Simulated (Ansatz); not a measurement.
Program: Ansatz. Geometries: PBE0-D4/def2-TZVP. ΔE: electronic, gas phase. CCSD(T)/CBS is the MP2 limit (def2-TZVPP, def2-QZVPP) plus CCSD(T) − MP2 in def2-TZVPP, frozen cores. This one scheme is used for every species. DFT in def2-TZVPP. For Ge outer-core shells are correlated without core-valence functions, which leaves a few kJ/mol of doubt a bond. Scalar relativity is left out up to krypton. One conformer a species, not always the lowest.

`N=C[SiH2][GeH2][F]` + HCl → `[F][GeH2][SiH2]Cl` + `C=N`  (ligand exchange at the Si–C bond)

```json
{"level": "BHLYP-D4", "ΔE (kJ/mol)": "-104.3"}
{"level": "r2SCAN", "ΔE (kJ/mol)": "-98.8"}
{"level": "PBE0", "ΔE (kJ/mol)": "-99.2"}
{"level": "RPA@PBE/def2-TZVPP", "ΔE (kJ/mol)": "-92.5"}
{"level": "HF/def2-SVP", "ΔE (kJ/mol)": "-109.6"}
{"level": "CCSD(T)/def2-SVP", "ΔE (kJ/mol)": "-87.5"}
{"level": "MP2/def2-QZVPP", "ΔE (kJ/mol)": "-102.5"}
{"level": "HF/CBS(def2)", "ΔE (kJ/mol)": "-120.2"}
```

(1) What does CCSD(T)/CBS give? (Best estimate.)

Largest T1 diagnostic among the species: 0.013.

Answers

(1) Ansatz gave: -98.4 kJ/mol. The listed levels differ from it by -5.9, -0.4, -0.8, 5.9, -11.2, 10.9, -4.1, -21.8 kJ/mol.

Leaving LDA and LC-ωPBE aside and taking each functional with its dispersion term where it has one, the values, not all of them listed here, spread over 15.1 kJ/mol, from BHLYP-D4 to revPBE-D4. LDA lies +10.5 kJ/mol from PBE without D4. From BLYP to BHLYP (50 % exact exchange), in def2-TZVPP and without D4, ΔE moves by −9.4 kJ/mol.

CCSD(T)/CBS has its own doubt, a few kJ/mol and more with outer-core shells, so smaller differences from it don't rank the levels.
